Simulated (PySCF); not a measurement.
## Ionisation energy of Ba⁴²⁺ by level of theory

Ba⁴²⁺ [Ne] 3s2 3p2 [3p1/2^2, M_J = 0] → Ba⁴³⁺ [Ne] 3s2 3p1 [3p1/2^1, M_J = 1/2], as a difference of total energies. Calculation: PySCF 2.14, in an even-tempered Gaussian basis (18 s from 9.4 bohr⁻², ratio 2.4; 14 p from 12 bohr⁻², ratio 2.4; 4 d from 43 bohr⁻², ratio 2.6; 4 f from 64 bohr⁻², ratio 2.6); the two-component X2C-1e Hamiltonian. Correlated levels: 1s2 frozen; the 54 highest virtual spinors dropped. "Screened" scales the spin-orbit matrix elements by Boettger's factors to mimic the two-electron term; Breit and QED terms are absent.

```
                    method  ionisation energy (eV)
           GHF (spin-free)                  3209.7
          GMP2 (spin-free)                  3210.4
 GHF (screened spin-orbit)                  3267.2
GMP2 (screened spin-orbit)                  3269.1
```

Breit and QED terms and the two-electron picture change are absent.

The spin-free rows relax to the high-spin LS determinant and lack the spin-orbit shift.

The labels give the starting determinants; with spin-orbit coupling the two ends relaxed to ⟨J²⟩ = 0.00, ⟨L²⟩ = 1.34, ⟨S²⟩ = 1.34 and ⟨J²⟩ = 0.75, ⟨L²⟩ = 2.01, ⟨S²⟩ = 0.76.

For comparison: 3266 ± 4 eV (theoretical estimate listed by NIST; NIST Atomic Spectra Database, ionization energies).
